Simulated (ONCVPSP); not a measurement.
## Potentials for krypton compared

Generated with ld1.x 7.5 (TM, RRKJ, ultrasoft, PAW), atompaw 4.2 or ONCVPSP 4.0.1. The cutoff is in Ry: for ld1.x and atompaw files where the sum of valence levels is converged to 10 mRy in a Bessel basis, for ONCV files where the hardest occupied wave has 1 mHa per electron of residual kinetic energy. The error is the largest all-electron minus pseudo excitation energy over each file’s own four to seven test configurations (ionisations up to +4, promotions, holes and added fractions of an electron), all of which were solved. The labels leave out finer settings (local radius, basis sizes, second energies), which also bear on the numbers. Spin-polarised tests are not counted. The rows are a selection from randomly drawn settings: files with unsolved tests, undetermined cutoffs or missed reference levels are left out.

A true bound ghost makes a file unfit for plane-wave use even where its test errors are small: the radial tests pick states by their node count and pass the ghost by.

| potential | cutoff (Ry) | largest error (meV) | bound ghosts |
| --- | --- | --- | --- |
| ONCV, PBE, scalar-relativistic, rc 1.25/0.80/0.85 (spd), local smoothed, core correction yes, reference 3p6 3d10 4s2 4p5, qcut 5/18/20, projectors 2/2/2 | 312 | -16 | s |
| ONCV, PBE, scalar-relativistic, rc 1.00/0.95/0.60 (spd), local smoothed, core correction yes, reference 3s2 3p6 3d10 4s2 4p6, qcut 11.3/14.8/22.5, projectors 2/2/2 | 464 | -4.8 | none |
| ONCV, PBE, scalar-relativistic, rc 1.35/1.10 (sp), local smoothed, core correction yes, reference 4s2 4p5, qcut 4.9/8.8, projectors 2/2 | 191 | -176 | p, s |
| ONCV, LDA (Perdew-Zunger), non-relativistic, rc 0.80/0.75/0.95/1.00 (spdf), local smoothed, core correction yes, reference 3s2 3p6 3d10 4s2 4p5.5, qcut 17.7/19.9/17.3/10.8, projectors 2/3/1/2 | 245 | -0.2 | none |
| ONCV, LDA (Perdew-Wang 92), scalar-relativistic, rc 1.20/1.20 (sp), local p, core correction yes, reference 4s2 4p6, qcut 5.6/7.2, projectors 2/0 | 86 | -27 | none |

Task: Fill in the row for Kr: ONCV, PBEsol, fully relativistic, rc 1.35/1.60/0.65 (spd), local smoothed, core correction yes, reference 3d10 4s2 4p6, qcut 4.2/6.1/23.4, projectors 2/2/2.

Result: cutoff 487 Ry, largest error -990 meV, bound ghosts: s, p3/2, p1/2.

Task: Fill in the row for Kr: ONCV, PBEsol, scalar-relativistic, rc 1.15/1.35/1.05 (spd), local smoothed, core correction no, reference 3d10 4s2 4p6, qcut 6.6/7.2/15.2, projectors 1/1/2.

Result: cutoff 195 Ry, largest error +104 meV, bound ghosts: s.
